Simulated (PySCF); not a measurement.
# Se(20+): ionisation energy

Se(20+) [Ne] 3s2 3p2 (3P) → Se(21+) [Ne] 3s2 3p1 (2P), as a difference of total energies. Computed with PySCF 2.14 in an uncontracted even-tempered set (17 s from 1.9 bohr⁻², ratio 2.5; 11 p from 2.4 bohr⁻², ratio 2.5; 5 d from 11 bohr⁻², ratio 2.7; 4 f from 17 bohr⁻², ratio 2.7), with no relativity, point nucleus. Correlated levels: outer shells: 1s2 frozen; virtual orbitals above 40 to 60 times the deepest correlated orbital energy dropped. The calculations carry no spin-orbit coupling.

```
                method  ionisation energy (eV)
                   UHF                  836.30
                   LDA                  837.61
                   PBE                  837.72
                  PBE0                  837.67
                r2SCAN                  837.97
                 TPSSh                  837.73
                B2PLYP                  837.51
    MP2 (outer shells)                  836.84
SCS-MP2 (outer shells)                  836.65
```

Q: How much does correlation contribute at MP2 (outer shells)?

A: 836.84 − (836.30) = 0.54 eV, measured against UHF.

Spin-orbit coupling is strong in these open shells (close to jj coupling). The scalar numbers leave it out and a first-order estimate fails, so it can dominate the gap to the real levels.

The gap to the reference is mostly relativistic.

For comparison: 845.8 ± 2 eV (semi-empirical (NIST evaluation); NIST Atomic Spectra Database, ionization energies).
